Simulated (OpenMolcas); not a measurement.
# neutral oxygen: CASPT2 settings compared

```yaml
Program: OpenMolcas
Basis: ANO-RCC-VDZP [3s2p1d]
Scalar_Hamiltonian: DKH2, point nucleus
Active_space: 4 electrons in 3 orbitals (2p)
State_averaging: 2S+1 = 3 even, 3 roots; 2S+1 = 1 even, 6 roots kept (CI in the orbitals of an earlier block)
Spin-orbit_coupling: state interaction with AMFI integrals over the reference wave functions, term energies averaged over their components
```

Methods on the same reference wave functions:
A. CASSCF
B. SS-CASPT2, IPEA 0 Eh, real shift 0.4 Eh (closed shells correlated: 1s 2s)
C. SS-CASPT2, IPEA 0.3 Eh, imaginary shift 0.1 Eh (closed shells correlated: 1s 2s)
D. SS-CASPT2, IPEA 0.5 Eh, sigma1 regulariser 0.25 Eh (closed shells correlated: 2s)

Energies in cm⁻¹ above 2s² 2p⁴ ³P₂, the measured ground level; measured values from NIST Handbook of Basic Atomic Spectroscopic Data.

| Level | A | B | C | D | Measured |
| --- | --- | --- | --- | --- | --- |
| 2s² 2p⁴ ³P₂ | 0.0 | 0.0 | 0.0 | 0.0 | 0.0 |
| 2s² 2p⁴ ³P₁ | 152 | 152 | 152 | 152 | 158 |
| 2s² 2p⁴ ³P₀ | 226 | 226 | 226 | 226 | 227 |
| 2s² 2p⁴ ¹D₂ | 17708 | 17280 | 16950 | 16770 | 15868 |
| 2s² 2p⁴ ¹S₀ | 44156 | 37150 | 37180 | 37450 | 33793 |

Deviations, from unrounded energies. A percentage is the sum of absolute deviations over the sum of measured energies, with the sign that they share, or ± where signs differ.

```tsv
Against measurement	Levels	A	B	C	D
mean absolute deviation (cm-1)	4	3100	1200	1100	1100
fine structure of the ground term (%)	2	-1.8	-1.8	-1.8	-1.8
other terms of the ground configuration (%)	2	+24.6	+9.6	+9.0	+9.2
```

C, D lie about equally close to measurement and A furthest from it. The largest miss of C in the table is 2s² 2p⁴ ¹S₀, by +3400 cm-1. The ranking rests on the paired levels alone, and a cruder setting can come out closer through cancelling errors.

Among B to D the level of the table that moves most is 2s² 2p⁴ ¹D₂, by 510 cm-1 (lowest in D, highest in B). Moves below CASPT2's spread within the term are not significant.

The mean deviations of B to D differ by less than CASPT2's widest spread within a term (130 cm-1), so their order carries little weight.

From A to B the spin-free energies of the other terms of 2s² 2p⁴ shown, above ³P, scale by factors of 0.84 to 0.98.

The lowest spin-free term lies below A's lowest term by 0.117 hartree in B, 0.113 hartree in C, 0.108 hartree in D.

CASPT2 does not keep the components of a term degenerate, so their means are used; among the terms shown or strongly mixed into the levels shown the widest spread is 130 cm-1 (2s² 2p⁴ ¹D, D). Terms from blocks run as CI alone lack orbitals of their own. With the s shell closed, the reference lacks s² → p² mixing. Without dynamic correlation excited terms often stand tens of per cent too high (terms of higher spin than the ground term too low), and those without a measured partner can miss by more than the paired ones (holds for A). Measured partners are found by configuration, term and J. A level has none where our copy of the source lacks it or the pairing is in doubt (some pairs that miss far off the trend of their configuration count as doubtful), and it then counts in no deviation. Only configurations of the active space appear.
